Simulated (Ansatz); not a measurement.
Gas-phase electronic energies from Ansatz, PBE0-D4/def2-TZVP geometries. CCSD(T)/CBS is the MP2 limit (def2-TZVPP, def2-QZVPP) plus CCSD(T) − MP2 in def2-TZVPP, frozen cores. Functionals use def2-TZVPP. HSE06 is defined as in plane-wave codes. For Ge outer-core shells are correlated without core-valence functions, which leaves a few kJ/mol of doubt a bond. Scalar relativity is left out up to krypton. One conformer a species, not always the lowest.

Consider the ligand exchange at the Si–O bond: `F[SiH2]O[SiH2]Cl` + `[NH2][GeH3]` → `Cl[SiH2][NH][GeH3]` + `O[SiH2]F`.

(1) Is it downhill or uphill in electronic energy at CCSD(T)/CBS, and by how much? (Best estimate.)

(2) What do these levels give: BLYP-D4, HSE06-D4, revPBE, BLYP, BHLYP, LC-ωPBE? (Estimate.)

Largest T1 diagnostic among the species: 0.011.

Answers

(1) Computed: Uphill: ΔE = +40.7 kJ/mol.

(2) The calculation gave: BLYP-D4 41.8, HSE06-D4 37.5, revPBE 37.7, BLYP 44.2, BHLYP 48.5, LC-ωPBE 39.1 kJ/mol.

In def2-TZVPP, CCSD(T) changes the Hartree–Fock value by −13.9 kJ/mol (the triples alone add −2.2 kJ/mol) and MP2 by −15.6 kJ/mol. Leaving LDA and LC-ωPBE aside and taking each functional with its dispersion term where it has one, the values, not all of them listed here, spread over 12.3 kJ/mol, from revPBE-D4 to BHLYP-D4. LDA lies −4.1 kJ/mol from PBE without D4. From BLYP to BHLYP (50 % exact exchange), in def2-TZVPP and without D4, ΔE moves by +4.4 kJ/mol.
